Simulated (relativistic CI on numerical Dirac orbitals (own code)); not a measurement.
Fe6+: 3p photoemission

Computed with this model: Dirac-Coulomb-Breit CI, KLI orbitals optimised for each configuration, model QED (radiative potential, 1s self-energy scaled to tabulated hydrogen-like ionisation energies), multiplet model of photoemission in the sudden approximation, unscaled Slater integrals; configurations [Ar] 3d2 → [Ne] 3s2 3p5 3d2; 80 K; Lorentzian 0.8 eV and Gaussian 0.6 eV FWHM. Energies are those of the free ion, without screening or charge transfer. The energies are binding energies and can lie tens of eV above those of solids. S is read from ⟨S²⟩ = S(S + 1).

Field parameters in Wybourne normalisation: D3d B²₀ = −7Dσ, B⁴₀ = −14Dq − 21Dτ, B⁴₃ = −14√(10/7) Dq. The field is a parameter set, without covalency.

Peaks in eV (height, largest 100): 172.0 (55), 175.3 (100), 177.2 (57), 180.3 (22), 181.8 (21), 184.8 (8), 185.9 (6), 196.7 (13), 203.0 (13).

Problem. Which surroundings give this spectrum?
A. D3d, 10Dq = 32900, Dσ = 720, Dτ = -110 cm⁻¹
B. D3d, 10Dq = 32900, Dσ = -1200, Dτ = -110 cm⁻¹
C. free ion
D. D3d, 10Dq = 32900, Dσ = -720, Dτ = -110 cm⁻¹

Solution. A. D3d, 10Dq = 32900, Dσ = 720, Dτ = -110 cm⁻¹, where the ground state has S = 1.00.
